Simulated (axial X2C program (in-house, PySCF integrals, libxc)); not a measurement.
# Low determinants of YN at the PBE0 level, two-component

Computed with an axial X2C code built on PySCF integrals. Two-component (2c) means X2C with spin–orbit coupling and atomic mean-field two-electron Coulomb and Gaunt terms. Basis: Y dyall-cv3z [11s12p9d6f3g], N dyall-av3z [7s7p3d2f] (cores contracted in-house); Gaussian nuclei, density fitting, unrestricted open shells. Masses: Y 88.906 u, N 14.003 u.

Search at 1.756 Å (vertical energies from the lowest determinant):

```tsv
ΔE (eV)	state	electrons beyond evenly filled partner blocks	electrons in ±ω = 1/2, 3/2, 5/2, 7/2
0.00	Ω = 0	none	32 12 2 0
0.20	Ω = 1	2 × ω = 1/2	32 12 2 0
1.02	Ω = 2	ω = 1/2, ω = 3/2	33 11 2 0
1.04	Ω = 1	ω = -1/2, ω = 3/2	33 11 2 0
1.99	Ω = 1	ω = -1/2, ω = 3/2	31 13 2 0
2.04	Ω = 3	ω = 1/2, ω = 5/2	31 12 3 0
2.08	Ω = 2	ω = -1/2, ω = 5/2	31 12 3 0
```

Lowest determinant, Ω = 0 (closed shell): Re = 1.756 Å, ωe = 869.0 cm⁻¹.

The determinant in row 2 of the search, Ω = 1 (⟨Sz⟩ = 1.00, ⟨Lz⟩ = 0.00 at PBE0), was followed along the bond at PBE0; measured from the minimum of the lowest determinant it gives:

Te = 0.127 eV (1022 cm⁻¹), Re = 1.822 Å, ωe = 846.8 cm⁻¹.

(1) Compare the bond of the determinant in row 2 with that of the lowest one.

The search compares states at one distance, so a state with another bond length can lie lower; it is not exhaustive and yields mostly the lowest determinant of each block pattern, so other components and higher states of one pattern are missing. These are energies of single determinants, not of spin-adapted states; PBE0 term energies can be off by some tenths of an eV, and the functional has no current term. Open-shell Ω = 0 determinants with evenly filled partner blocks cannot be reached by this program, so the Ω shown need not be the lowest component. The lowest determinant need not be the ground state where others lie within half an eV.

## Answers

(1) At PBE0 its Re is 0.066 Å longer and its force constant, which goes as ωe², is 0.95 times that of the lowest determinant. T0 ≈ Te + Δωe/2 = 1022 + (-11) = 1011 cm⁻¹.
